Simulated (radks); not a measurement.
Question: All-electron atom: I4+ in [Kr] 4d9 5s2 5p1 5d1 (not the ground configuration). Calculated with a radial shooting solver on a logarithmic mesh with Libxc functionals: scalar-relativistic Kohn-Sham, r2SCAN, spin-polarised, spherical densities, finite nucleus; open shells are filled with parallel spins first (spin-orbit coupling, left out, can overturn this in heavy ions); meta-GGA in the generalised Kohn-Sham scheme; Fermi nuclear charge, rms radius 4.75 fm. Some entries of the table are withheld. Estimate them.

orbital  occ.  eigenvalue (Ry)  r(max) (bohr)  <r> (bohr)
1s up       1        -2432.891        0.01754     0.02723
1s down     1        -2432.885        0.01754     0.02723
2s up       1        -380.8510        0.09906      0.1171
2s down     1        -380.8064        0.09906      0.1171
2p up       3        -342.0490        0.07950      0.1025
2p down     3        -342.0122        0.07950      0.1025
3s up       1        -80.78840         0.2852      0.3133
3s down     1        -80.77609         0.2852      0.3133
3p up       3        -68.13474         0.2791      0.3116
3p down     3        -68.11632         0.2791      0.3116
3d up       5        -49.22557         0.2320      0.2884
3d down     5        -49.18936         0.2321      0.2884
4s up       1        -17.78963         0.6793      0.7362
4s down     1        -17.66453         0.6793      0.7367
4p up       3        -13.76921         0.7123      0.7844
4p down     3        -13.64599         0.7124      0.7850
4d up       5         -7.85038         0.7694      0.8939
4d down     4         -7.72665         0.7699      0.8934
5s up       1         -4.66243          1.603       1.748
5s down     1         -4.47947          1.594       1.732
5p up       1         -3.64624          1.794       1.966
5p down     0         -3.42770          1.776       1.927
5d up       1         -2.26146            (1)       2.509
4f up       0         -2.12736          1.037       1.574
4f down     0         -1.92797          1.008       1.425
5d down     0         -1.90848            (2)       2.314
6s up       0         -1.88865          3.417       3.504

Answer: 
(1) 5d up r(max) (bohr): 2.265
(2) 5d down r(max) (bohr): 2.148
